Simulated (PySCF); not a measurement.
Exact simulation of a proton spin system

Molecule: `c1cccc(CO)n1`, C6H7NO.

Geometry:
```csv
atom,x (Å),y (Å),z (Å)
O1,2.811,0.144,0.642
C2,1.806,-0.828,0.591
C3,0.477,-0.265,0.165
C4,-0.659,-1.062,0.048
C5,-1.841,-0.467,-0.351
C6,-1.854,0.896,-0.618
C7,-0.672,1.600,-0.472
N8,0.462,1.035,-0.092
H9,2.391,0.980,0.382
H10,2.103,-1.621,-0.113
H11,1.698,-1.291,1.584
H12,-0.608,-2.117,0.265
H13,-2.742,-1.054,-0.455
H14,-2.758,1.394,-0.930
H15,-0.619,2.663,-0.667
```

Equivalent nuclei averaged, non-relativistic Hamiltonian, no solvent model, one conformer. Spin–spin couplings from B3LYP/pcJ-1 (spin–dipole term only in couplings to heteroatoms); GFN2-xTB geometry; NMR shieldings at PBE0/pcSseg-1/GIAO; PySCF.

Shifts are taken against calculated references (same method and geometry level): 1H (σref 31.72) against TMS.

The 6-spin Hamiltonian (Zeeman plus full scalar coupling among like nuclei) was diagonalised exactly; lines are Lorentzian, 1.0 Hz wide, and the maxima above 3 % are listed with the tallest set to 100.

Peak list at 700 MHz for the spins H10/H11/H12/H13/H14/H15:
Hz from δ = 0 (height): 6211.9 (23), 6206.2 (23), 5588.2 (13), 5586.9 (13), 5579.7 (25), 5578.5 (25), 5571.2 (14), 5569.9 (14), 5166.2 (12), 5165.7 (12), 5160.6 (13), 5159.8 (14), 5158.6 (14), 5158.1 (14), 5157.4 (13), 5152.2 (11), 5151.7 (12), 5143.1 (20), 5142.3 (25), 5133.6 (24), 3654.0 (100)

**Question.** Extract the chemical shifts and coupling constants behind this pattern (give the signs of the calculation).

**Answer.** 
Shifts (ppm): H10/H11 5.22, H12 7.34, H13 7.97, H14 7.37, H15 8.87.
Couplings (Hz): H10–H11: -18.7; H10–H12, H11–H12: -1.0; H10–H13, H11–H13: 0.2; H10–H14, H11–H14: -1.2; H10–H15, H11–H15: 0.5; H12–H13: 8.7; H12–H14: 0.7; H12–H15: 1.0; H13–H14: 8.3; H13–H15: 1.4; H14–H15: 5.7.
These are the parameters used. A line list fixes at most the relative signs, and those only where coupling is strong; other parameter sets or atom labellings may fit too, and couplings well below the line width leave little trace.

Exchangeable OH/NH protons stand at their gas-phase positions; hydrogen bonding in a real sample shifts them, mostly to higher δ. Unscaled 3J(H,H) at this level run about 10 % above measured values.
